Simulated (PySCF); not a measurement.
Species: C4H10NSi2 (doublet state).
Cartesian coordinates in Å at the GFN2-xTB level; atoms count from 1:
```xyz
17
C4H10NSi2 angstrom
C     -2.1868   -1.0776   -0.5841
C     -1.3367   -0.4819    0.4732
Si     0.2485    0.3931    0.1524
C      0.7764    1.4355    1.6567
Si     2.0001   -0.9334   -0.6662
C     -0.1226    1.6157   -1.2283
N     -0.3381    2.3265   -2.1014
H     -1.8987   -0.7327   -1.5741
H     -2.1269   -2.1708   -0.5662
H     -3.2363   -0.8245   -0.4166
H     -1.6187   -0.7458    1.4840
H     -0.0014    2.1296    1.9610
H      1.0011    0.7948    2.5043
H      1.6683    2.0155    1.4380
H      1.5652   -1.6791   -1.8490
H      2.4237   -1.9123    0.3403
H      3.1757   -0.1406   -1.0339
```

The hyperfine couplings belong to this conformer and change with its torsions.

Identity: `C[CH][Si@@](C)([SiH3])C#N` [radical].

Level of theory: UKS B3LYP, pcH-1 on C H N Si, non-relativistic, mean-field spin-orbit, GIAO (PySCF). One conformer (not necessarily the lowest) at the GFN2-xTB geometry, without solvent, vibrations or thermal averaging. The geometry wasn't refined by DFT: couplings that depend on bond lengths, twists or pyramidal angles can differ widely from those at the functional's own minimum. Stability of the SCF solution: not tested.

(1) Give the principal g shifts and their parts.

(2) At 9.797 GHz, how far is the centre of the isotropic spectrum from where a free electron (g = 2.002319) resonates?

(3) How much does each term add to the isotropic shift?

(4) What are the electron Larmor frequencies g μB B/h along the three axes at 330 mT?

(5) In a frozen sample, at which fields do the three g values resonate at 9.5, 34, 94 and 263 GHz (hyperfine left aside), and which band first spreads them over more than twice a line width of 0.3 mT?

## Answers

(1) 
| Δg (ppm) | 1 | 2 | 3 |
| --- | --- | --- | --- |
| relativistic mass correction | -132 | -132 | -132 |
| gauge correction | 3 | 16 | 23 |
| orbital Zeeman/spin–orbit | -61 | 639 | 771 |
| total | -190 | 523 | 662 |

So g = 2.00213, 2.00284, 2.00298 and g_iso = 2.00265; the tensor is rhombic: the two nearest values differ by 16 % of g3 − g1. 

(2) B = hν/(g μB) with μB/h = 13.99624 MHz/mT gives 349.58 mT for the free electron and 349.52 mT at g_iso, 0.06 mT lower.

(3) The orbital-Zeeman/spin–orbit term 450, the mass correction -132 and the gauge correction 14 ppm, for a total of 332 ppm. The orbital-Zeeman/spin–orbit term is the largest in size. The mass correction is the same along every axis, so the anisotropy comes from the other two: their spans along these axes are 21 (gauge) and 832 ppm (orbital Zeeman/spin–orbit).

(4) 9.2474, 9.2507, 9.2513 GHz for g1, g2 and g3, a range of 3.9 MHz.

(5) 
```
band    GHz  B(g3) mT  B(g2) mT  B(g1) mT  spread mT
   X    9.5    338.87    338.90    339.02       0.14
   Q   34.0   1212.80   1212.89   1213.32       0.52
   W   94.0   3353.04   3353.28   3354.47       1.43
   J  263.0   9381.39   9382.04   9385.39       3.99
```

The spread grows in proportion to the frequency. W band is the first where it exceeds 0.6 mT.

The Mulliken spin populations are largest on C2 (+0.97) and C1 (-0.08). C2 is the only atom above +0.15. The positive populations add up to 1.13 and the negative ones to -0.13, together 2S = 1. The angles at C2 add up to 359.2°, so it is planar; its axial dipolar tensor and the negative coupling of its proton fit spin in a p orbital normal to that plane.

The HOMO–LUMO gaps are 5.70 eV among the α and 5.46 eV among the β orbitals.
